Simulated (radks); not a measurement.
Values are calculated unless marked as measured or tabulated.
The samarium anion Sm- inside a hard spherical wall (all orbitals vanish at R), configuration held at [Xe] 4f7 6s2 and not refilled when levels cross. Code: a radial shooting solver on a logarithmic mesh with Libxc functionals. Model: scalar-relativistic Kohn-Sham, PBE, spin-polarised, spherical densities, point nucleus; open shells are filled with parallel spins first (spin-orbit coupling, left out, can overturn this in heavy ions). Eigenvalues in eV for spin up, with the zero of energy where the potential of the charges vanishes at infinity; a dash marks a level that is unbound or too diffuse for the functional's potential to be trusted. A positive occupied level is held by the wall or, in an anion where self-interaction has pushed it up, behind a barrier. The pressure on the wall is -dE/dV.

R (bohr)  E (hartree)  kinetic (hartree)    e(5s)    e(5p)   e(6s)  e(6p, empty)  e(5d, empty)   e(4f)  pressure (GPa)
12        -10427.3850          11147.067  -36.641  -16.799   0.780             -             -   4.616           0.111
6         -10427.1108          11147.832  -30.648  -11.084   6.398        10.612         8.751  10.833            12.2
4         -10425.9424          11151.664  -22.789   -3.703  22.625        32.590        18.614  19.751             221
3.5       -10424.8425          11155.479  -18.059    1.045  35.445        48.571        25.225  25.486             594
3         -10422.4503          11163.613   -9.998    9.701  60.000        77.620        37.171  35.366            1840
2         -10400.3310          11231.216   42.648   70.837  229.39        263.64        117.20  88.811           32100
